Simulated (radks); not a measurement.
Species: Pr. Configuration: [Xe] 4f3 6s1 6f1 (not the ground configuration). Calculated with a radial shooting solver on a logarithmic mesh with Libxc functionals: Dirac Kohn-Sham, PBE, spin-unpolarised, spherical densities, point nucleus; open shells are shared between the two j in proportion to 2j + 1.

Normalised radial functions P(r) = r R(r) (large component), r in bohr:

r	5p1/2	6s1/2
0.0008483	0.0017	0.0105
0.00102	0.0021	0.0122
0.001226	0.0026	0.0143
0.001473	0.0032	0.0166
0.001771	0.0041	0.0192
0.002112	0.0051	0.0220
0.002538	0.0065	0.0252
0.003051	0.0084	0.0288
0.003668	0.0108	0.0326
0.004409	0.0140	0.0366
0.005299	0.0182	0.0406
0.00637	0.0237	0.0443
0.007656	0.0308	0.0476
0.009203	0.0400	0.0499
0.01097	0.0511	0.0506
0.01319	0.0657	0.0493
0.01586	0.0834	0.0449
0.01906	0.1046	0.0369
0.02291	0.1285	0.0246
0.02754	0.1541	0.0077
0.0331	0.1788	-0.0131
0.03979	0.1985	-0.0362
0.04782	0.2074	-0.0586
0.05703	0.1991	-0.0749
0.06855	0.1656	-0.0813
0.0824	0.1015	-0.0712
0.09904	0.0074	-0.0418
0.119	-0.1064	0.0048
0.1431	-0.2170	0.0590
0.172	-0.2906	0.1036
0.2068	-0.2908	0.1182
0.2485	-0.1943	0.0878
0.2963	-0.0182	0.0173
0.3562	0.2072	-0.0778
0.4282	0.3938	-0.1544
0.5147	0.4545	-0.1702
0.6186	0.3372	-0.1038
0.7436	0.0579	0.0280
0.8939	-0.3018	0.1733
1.074	-0.6317	0.2686
1.291	-0.8404	0.2666
1.54	-0.8863	0.1617
1.851	-0.7872	-0.0303
2.225	-0.5961	-0.2517
2.675	-0.3865	-0.4409
3.215	-0.2135	-0.5521
3.864	-0.0991	-0.5658
4.645	-0.0376	-0.4901
5.583	-0.0112	-0.3584
6.711	-0.0025	-0.2199
8.003	-0.0004	-0.1146
9.619	0.0000	-0.0469
11.56	0.0000	-0.0152
13.9	0.0000	-0.0036
16.71	0.0000	-0.0006
20.08	0.0000	-0.0001
24.14	0.0000	0.0000
29.01	0.0000	0.0000
34.88	0.0000	0.0000
41.59	0.0000	0.0000
49.99	0.0000	0.0000
60.09	0.0000	0.0000
72.22	0.0000	0.0000
86.82	0.0000	0.0000

5p1/2: eigenvalue -27.993 eV, 3 radial nodes at r = 0.100, 0.301, 0.767 bohr, <r> = 1.70 bohr, 90 % of the charge inside 2.49 bohr. 6s1/2: eigenvalue -6.843 eV, 5 radial nodes at r = 0.0296, 0.117, 0.307, 0.718, 1.80 bohr, <r> = 4.11 bohr, 90 % of the charge inside 5.95 bohr.
